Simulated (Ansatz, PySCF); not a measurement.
In(Me)3(NH3) (C₃H₁₂InN), SMILES [CH3][In]([CH3])([CH3])<-[NH3] (connectivity only; charge and spin as stated), neutral, multiplicity 1.

The structure is a stationary point at B3LYP-D3(BJ)/def2-SVP. The isomer is the one that the SMILES or the coordinates give; other isomers of the formula were not compared. The def2 effective core potentials stand for the cores of In; spin–orbit coupling is left out. The values are those of a single conformer.

Vertical ionisation energy (IE) and electron affinity (EA) in eV. Rows of orbital energies are one-electron estimates. Where ΔSCF, EOM or ADC give a negative EA the extra electron is unbound and the value depends on the basis.

| level | IE | EA |
|---|---|---|
| −ε(HOMO), −ε(LUMO), M06-2X/def2-TZVP (PySCF) | 7.52 | -0.27 |
| ΔSCF, CAM-B3LYP/def2-SVPD (Ansatz), final states of multiplicity 2 and 2 | 8.46 | -0.67 |

Q: What vertical singlet–triplet gap does ΔSCF give with CAM-B3LYP/def2-SVPD (Ansatz, a first-principles code)? (An estimate is asked for; the answer gives what the named calculation found.)

A: 5.42 eV (triplet above singlet where positive).
